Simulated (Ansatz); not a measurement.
Ansatz (a program for electronic structure) job for C₂H₂N₃, SMILES C1=NC=N[N]1, multiplicity 2, CAM-B3LYP/def2-TZVPD. Coordinates come from a B3LYP-D3(BJ)/def2-SVP optimisation. A frequency run showed that this geometry is not a minimum. The isomer is the one that the SMILES or the coordinates give; other isomers of the formula were not compared.

Ansatz 0.2 input:
```yaml
crystal:
  periodic: [false, false, false]
  atoms:
    - {symbol: C, position_ang: [0.00000000, 1.05663003, 0.33128540]}
    - {symbol: N, position_ang: [0.00000000, -0.00000003, 1.16223918]}
    - {symbol: C, position_ang: [0.00000000, -1.05663006, 0.33128535]}
    - {symbol: N, position_ang: [0.00000000, -0.62194063, -0.95213459]}
    - {symbol: N, position_ang: [0.00000000, 0.62194069, -0.95213456]}
    - {symbol: H, position_ang: [0.00000000, 2.10728773, 0.60939273]}
    - {symbol: H, position_ang: [0.00000000, -2.10728776, 0.60939262]}
basis:
  gaussian:
    orbitals: def2-TZVPD
hamiltonian:
  xc: {name: CAM-B3LYP}
magnetization: {spin_polarized: true, initial_magnetization: 1}
```

Program output:

```
WARN ansatz: RAYON_NUM_THREADS=1 ignored (pool sized by the plan → 1); use --threads N
Functional definition: CAM-B3LYP
integrals: 0.12 GiB planned
987 factors; their error is unknown
integrals: 0.15 GiB planned
337 factors; integrals over basis functions are off by at most 1.1e-5 eV
mean field: 1.51 GiB planned
mean field evaluation 1: about -6568.5633 eV, gradient 3.2e1 eV
mean field evaluation 2: about -6568.8696 eV, gradient 3.2e1 eV
mean field evaluation 4: about -6572.6716 eV, gradient 2.0e0 eV
mean field evaluation 8: about -6572.7019 eV, gradient 1.9e-1 eV
mean field evaluation 16: about -6572.6931 eV, gradient 9.7e-4 eV
mean field evaluation 32: about -6572.6637 eV, gradient 2.4e0 eV
mean field -6572.69309593 eV, -241.5420161440 hartree, gradient 8.9e-6 eV, S^2 0.768411; 2 other end points of the search recorded, 0 dependent functions left out
reference -6572.69321232 eV, -241.5420204213 hartree; 18, 17 occupied and 185, 186 virtual orbitals, 987 factors
Total energy: -6572.69321232 eV, -241.5420204213 hartree
```

The run converged.
